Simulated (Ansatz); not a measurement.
Molecule: digallium oxide, Ga₂O, net charge 0, singlet state. 
Geometry from a B3LYP-D3(BJ)/def2-TZVP (Ansatz, a quantum-chemistry and plane-wave program) optimisation:
```xyz
3

Ga     0.0000     0.0000    -1.8134
O      0.0000     0.0000     0.0000
Ga     0.0000     0.0000     1.8134
```

Basis-set convergence of Hartree-Fock and CCSD(T) correlation energies (hartree) with Ansatz. Valence correlation only, unless marked. Spin-orbit coupling is left out. The frozen core is the preceding noble-gas configuration, with the filled d and f shells of earlier blocks. Non-relativistic.

```
basis        functions        E(HF)  E(corr, CCSD(T))
-----------  ---------  -----------  ----------------
aug-cc-pVDZ         95  -3921.39037          -0.32839
aug-cc-pVTZ        164  -3921.55219          -0.38275
aug-cc-pVQZ        266  -3921.56190          -0.40251
```

Extrapolating the two largest sets (X = 3 and 4) as X^-3: E(corr) = (64·(-0.40251) - 27·(-0.38275))/37 = -0.4169 Eh, an estimate of the basis-set limit. The largest set recovers 96.5 % of it, the smallest 78.8 %.
